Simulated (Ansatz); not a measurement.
Consider the formal exchange of groups at the Si–F bond: `F[SiH](F)[SiH2]Cl` + `N/C=C(\F)[SiH3]` → `F[SiH]([SiH3])[SiH2]Cl` + `NC=C(F)F`.

Computed with Ansatz on PBE0-D4/def2-TZVP structures; ΔE is electronic, products minus reactants. CCSD(T)/CBS is the MP2 limit (def2-TZVPP, def2-QZVPP) plus CCSD(T) − MP2 in def2-TZVPP, frozen cores. Functionals use def2-TZVPP. Each species was taken in one conformer, which may not be the lowest.

Problem. Is it downhill or uphill in electronic energy at CCSD(T)/CBS, and by how much? (Best estimate.)

Solution. Ansatz gave: Uphill: ΔE = +233.4 kJ/mol.

Problem. What do these levels give: r2SCAN-D4, PBE, r2SCAN, PBE0, CCSD/def2-TZVPP, CCSD(T)/def2-TZVPP? (Best estimate.)

Solution. Computed: r2SCAN-D4 219.3, PBE 199.8, r2SCAN 219.7, PBE0 206.8, CCSD/def2-TZVPP 228.5, CCSD(T)/def2-TZVPP 226.4 kJ/mol.

Largest T1 diagnostic among the species: 0.013.

From PBE to PBE0 (25 % exact exchange), in def2-TZVPP and without D4, ΔE moves by +7.0 kJ/mol.
